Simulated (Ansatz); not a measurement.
H$_{3}$O$_{4}$Si, SMILES `[O][Si](O)(O)O` radical from Hartree–Fock to CCSD(T)

```xyz
8

O     0.6020   -1.4809   -0.9693
Si    0.0619   -0.2068   -0.0592
O    -0.5533    0.7901   -1.1933
O     1.1858    0.6111    0.7811
O    -0.9838   -0.8065    1.0254
H    -1.2134    0.4322   -1.7899
H     1.8473    1.1035    0.2936
H    -0.9465   -0.4426    1.9115
```

The species carries charge 0 and has multiplicity 2. The geometry is a stationary point of PBE0-D4/def2-TZVP. It is one conformer, not always the lowest. Frozen core, unrestricted reference, the Gaussian-basis code of Ansatz. CBS rows extrapolate triple and quadruple zeta; past MP2 they add the triple-zeta difference.

```json
{"basis": "def2-TZVPP", "HF (Eh)": "-590.45806", "MP2 corr.": "-1.01203"}
{"basis": "def2-QZVPP", "HF (Eh)": "-590.48244", "MP2 corr.": "-1.09895"}
```

(1) Estimate the CCSD correlation energy and the (T) correction in each basis where they were run (hartree).

Results:

(1) 
| basis | CCSD corr. | (T) |
| --- | --- | --- |
| def2-TZVPP | -1.03317 | -0.03497 |
| CBS(def2) | -1.18446 | as TZ |
